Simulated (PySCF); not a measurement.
difluoro(silyloxy)silane (F2H4OSi2), SMILES O([SiH](F)F)[SiH3]. Atoms are numbered in the order given.

```xyz
9

Si     2.0389     0.5650     0.3238
O      0.4757     0.0675     0.6476
Si    -1.0208    -0.3215     0.1523
F     -0.9465    -1.5240    -0.9182
F     -1.6831     0.9283    -0.6202
H      2.0125     1.9057    -0.3219
H      2.6984    -0.4172    -0.5792
H      2.7660     0.6364     1.6174
H     -1.8691    -0.7133     1.2820
```

Coordinates come from a B3LYP-D3(BJ)/def2-SVP optimisation. A frequency run showed that this geometry is not a minimum. One conformer was computed; it need not be the lowest.

Level of theory: PySCF with SMD-M06-2X/def2-SVP.

Solvation free energies are E(SMD) − E(gas) at the gas-phase geometry, for 1 M in both phases. In vacuum the dipole moment is 1.65 D.

```tsv
solvent	ΔG(solv) (kcal/mol)	its non-electrostatic (CDS) part	dipole (D)
water	1.1	3.8	1.86
cyclohexanone	-1.5	0.8	1.86
methanol	-2.2	0.3	1.86
```
